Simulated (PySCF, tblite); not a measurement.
Species: C₆H₈FNO₂.
Geometry (GFN2-xTB, Å), atoms numbered from 1 in this order:
```xyz
18
C6H8FNO2 angstrom
C      1.707    0.343   -1.695
O      0.494   -0.332   -1.453
C      0.522   -1.214   -0.358
C      0.345   -0.503    0.994
C     -1.038    0.118    1.098
C     -2.089   -0.817    1.389
N     -2.897   -1.592    1.619
O     -1.148    1.400    1.698
C     -1.373    1.346    0.352
F     -2.641    1.552   -0.052
H      1.973    1.025   -0.880
H      2.530   -0.365   -1.843
H      1.558    0.918   -2.607
H      1.461   -1.783   -0.347
H     -0.308   -1.909   -0.517
H      0.481   -1.225    1.802
H      1.089    0.287    1.112
H     -0.673    1.825   -0.324
```

Computed, not measured: PBE0/pcSseg-1 in PySCF (dipole) on a GFN2-xTB geometry, gas phase.

Masses are those of the commonest isotopes; rigid-rotor values at the optimised geometry. The values belong to one conformer with, in the numbering `[CH3:1][O:2][CH2:3][CH2:4][C@@:5]1([C:6]#[N:7])[O:8][C@@H:9]1[F:10]`, C1–O2–C3–C4 81°, O2–C3–C4–C5 65°, C3–C4–C5–C6 77°.

(1) What are A, B and C (GHz)?

(2) Classify the top.

(3) What does the inertial defect say?

(4) Give the other two planar moments, Paa and Pbb, and the rms extents of the mass along the axes.

(5) Where do the levels up to J = 3 lie, in MHz?

(6) Predict some low-J microwave lines.

(7) Estimate the classical rotational partition function at 25 K, 100 K and 200 K.

Results:

(1) Ia = 266.45, Ib = 524.45, Ic = 633.46 u·Å²; 505379 MHz·u·Å²/I gives 1897, 963.6 and 797.8 MHz, that is A = 1.8967, B = 0.9636, C = 0.7978 GHz.

(2) An asymmetric top; Ray's κ = -0.698.

(3) Not planar: Δ = Ic − Ia − Ib = -157.44 u·Å². For a rigid frame Δ = −2 Σ m c², so Σ m c² = 78.72 u·Å² lies off the ab plane: 7.54 from hydrogen and 71.18 from heavier atoms. The atom farthest from that plane is 1.74 Å away.

(4) Paa = Σ m a² = (Ib + Ic − Ia)/2 = 445.73 and Pbb = Σ m b² = (Ia + Ic − Ib)/2 = 187.73 u·Å². With the mass M = 145.05 u, the rms extents √(P/M) along a, b and c are 1.75, 1.14, 0.74 Å.

(5) Above 0(0,0):
J = 1: 1(0,1) 1761, 1(1,1) 2695, 1(1,0) 2860
J = 2: 2(0,2) 5264, 2(1,2) 6052, 2(1,1) 6549, 2(2,1) 9348, 2(2,0) 9369
J = 3: 3(0,3) 10470, 3(1,3) 11075, 3(1,2) 12069, 3(2,2) 14633, 3(2,1) 14732, 3(3,1) 19725, 3(3,0) 19726

(6) The dipole components are |μa| = 5.27 D, |μb| = 0.59 D, |μc| = 2.24 D. Intensities carry the squares of the components, which stand as 1.00 : 0.01 : 0.18 (a : b : c). Some lines, for components of 0.1 D or more:

```json
{"type": "a", "branch": "Q", "J(Ka,Kc)": "2(1,1) ← 2(1,2)", "MHz": "497", "lower level (cm⁻¹)": "0.202"}
{"type": "c", "branch": "Q", "J(Ka,Kc)": "2(1,2) ← 2(0,2)", "MHz": "787", "lower level (cm⁻¹)": "0.176"}
{"type": "c", "branch": "Q", "J(Ka,Kc)": "1(1,1) ← 1(0,1)", "MHz": "933", "lower level (cm⁻¹)": "0.059"}
{"type": "b", "branch": "Q", "J(Ka,Kc)": "1(1,0) ← 1(0,1)", "MHz": "1099", "lower level (cm⁻¹)": "0.059"}
{"type": "b", "branch": "Q", "J(Ka,Kc)": "2(1,1) ← 2(0,2)", "MHz": "1285", "lower level (cm⁻¹)": "0.176"}
{"type": "a", "branch": "R", "J(Ka,Kc)": "1(0,1) ← 0(0,0)", "MHz": "1761", "lower level (cm⁻¹)": "0.000"}
{"type": "b", "branch": "R", "J(Ka,Kc)": "2(0,2) ← 1(1,1)", "MHz": "2570", "lower level (cm⁻¹)": "0.090"}
{"type": "b", "branch": "R", "J(Ka,Kc)": "1(1,1) ← 0(0,0)", "MHz": "2695", "lower level (cm⁻¹)": "0.000"}
{"type": "c", "branch": "Q", "J(Ka,Kc)": "2(2,1) ← 2(1,1)", "MHz": "2799", "lower level (cm⁻¹)": "0.218"}
{"type": "b", "branch": "Q", "J(Ka,Kc)": "2(2,0) ← 2(1,1)", "MHz": "2819", "lower level (cm⁻¹)": "0.218"}
{"type": "c", "branch": "R", "J(Ka,Kc)": "1(1,0) ← 0(0,0)", "MHz": "2860", "lower level (cm⁻¹)": "0.000"}
{"type": "b", "branch": "Q", "J(Ka,Kc)": "2(2,1) ← 2(1,2)", "MHz": "3297", "lower level (cm⁻¹)": "0.202"}
{"type": "a", "branch": "R", "J(Ka,Kc)": "2(1,2) ← 1(1,1)", "MHz": "3357", "lower level (cm⁻¹)": "0.090"}
{"type": "a", "branch": "R", "J(Ka,Kc)": "2(0,2) ← 1(0,1)", "MHz": "3503", "lower level (cm⁻¹)": "0.059"}
{"type": "a", "branch": "R", "J(Ka,Kc)": "2(1,1) ← 1(1,0)", "MHz": "3689", "lower level (cm⁻¹)": "0.095"}
{"type": "b", "branch": "R", "J(Ka,Kc)": "2(1,2) ← 1(0,1)", "MHz": "4290", "lower level (cm⁻¹)": "0.059"}
{"type": "c", "branch": "R", "J(Ka,Kc)": "2(1,1) ← 1(0,1)", "MHz": "4788", "lower level (cm⁻¹)": "0.059"}
{"type": "b", "branch": "R", "J(Ka,Kc)": "2(2,1) ← 1(1,0)", "MHz": "6488", "lower level (cm⁻¹)": "0.095"}
{"type": "c", "branch": "R", "J(Ka,Kc)": "2(2,0) ← 1(1,0)", "MHz": "6508", "lower level (cm⁻¹)": "0.095"}
{"type": "c", "branch": "R", "J(Ka,Kc)": "2(2,1) ← 1(1,1)", "MHz": "6654", "lower level (cm⁻¹)": "0.090"}
{"type": "b", "branch": "R", "J(Ka,Kc)": "2(2,0) ← 1(1,1)", "MHz": "6674", "lower level (cm⁻¹)": "0.090"}
```

(7) Point group C1, symmetry number σ = 1; q = (√π/σ)·√((kT/h)³/(ABC)), k/h = 20836.6 MHz/K: 17500 at 25 K, 140000 at 100 K, 395000 at 200 K.

Its GFN2-xTB frequencies are all real (lowest 30 cm⁻¹). No vibrational averaging or centrifugal distortion is included, and the geometry carries the error of its method. A rigid rotor knows nothing of internal rotation, which can split or shift real lines. Quadrupole hyperfine structure (14N) is left out.

The run took 36 s wall on Arm Neoverse V1, one thread, no GPU, shared host with 64 logical CPUs at a one-minute load of 25, and the process peaked at 0.99 GiB of memory. This is the PBE0/pcSseg-1 job that gave the dipole, with the shieldings it also computed.
